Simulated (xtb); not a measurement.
C2H3AlClF, SMILES C=[CH][Al]([F])[Cl]. All values are semi-empirical tight-binding results from xtb (GFN2-xTB unless named), good for trends rather than for accurate numbers. Coordinates come from a GFN2-xTB optimisation. The structure was generated by enumeration; whether it is a known compound was not checked. One conformer was computed; it need not be the lowest.

For metal compounds this method's bond lengths and energies can be far off.

Computed properties:
```json
{
 "point_group_as_xtb_finds_it": "Cs",
 "orbital_gap": "4.20 eV",
 "zero_point_energy": "27.8 kcal/mol",
 "G − E(el) at 298.15 K (modified RRHO)": "7.7 kcal/mol"
}
```
